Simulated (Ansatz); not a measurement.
Computed with Ansatz on PBE0-D4/def2-TZVP structures; ΔE is electronic, products minus reactants. CBS: MP2 limit from def2 TZ/QZ plus the TZ coupled-cluster correction, frozen cores. This one scheme is used for every species. Functionals use def2-TZVPP. For Ge, Se outer-core shells are correlated without core-valence functions, which leaves a few kJ/mol of doubt a bond. Scalar relativity is left out up to krypton.

Consider the cleavage of the Ge–Si bond: `F[SiH2][GeH3]` + `C[SeH]` → `C[Se][GeH3]` + `F[SiH3]`.

`F[SiH2][GeH3]`:

Cartesian coordinates in Å:
```
F 0.648 -0.284 2.172
Si 0.564 -0.812 0.658
Ge -0.562 0.797 -0.686
H 1.952 -1.037 0.179
H -0.164 -2.107 0.671
H -1.996 1.026 -0.182
H -0.629 0.280 -2.133
H 0.187 2.138 -0.680
```

`C[SeH]`:

```xyz
6

C    -0.527    0.133    0.052
Se    0.972   -0.920   -0.612
H    -0.580    0.080    1.137
H    -1.422   -0.317   -0.375
H    -0.448    1.164   -0.283
H     2.005   -0.140    0.081
```

`C[Se][GeH3]`:

Z-matrix (Å, degrees):
```
C
Se 1 1.956
H 1 1.089 2 106.3
H 1 1.088 2 110.5 3 118.6
H 1 1.088 2 110.5 3 -118.6
Ge 2 2.344 1 96.7 3 180.0
H 6 1.534 2 106.7 1 179.9
H 6 1.539 2 110.1 1 59.9
H 6 1.539 2 110.1 1 -60.2
```

`F[SiH3]`:

Cartesian coordinates in Å:
```
F 1.529 -0.303 0.049
Si -0.040 0.008 -0.001
H -0.355 0.986 1.066
H -0.773 -1.260 0.220
H -0.361 0.570 -1.334
```

```
         level  ΔE (kJ/mol)
        r2SCAN        -42.9
CCSD/CBS(def2)        -47.8
```

Q: What does CCSD(T)/CBS give? (Best estimate.)

A: Ansatz gave: -48.1 kJ/mol. The listed levels differ from it by 5.2, 0.3 kJ/mol.

Largest T1 diagnostic among the species: 0.012.

From BLYP to BHLYP (50 % exact exchange), in def2-TZVPP and without D4, ΔE moves by −8.4 kJ/mol. Leaving LDA and LC-ωPBE aside and taking each functional with its dispersion term where it has one, the values, not all of them listed here, spread over 13.7 kJ/mol, from BHLYP-D4 to PBE-D4. LDA lies +3.7 kJ/mol from PBE without D4.
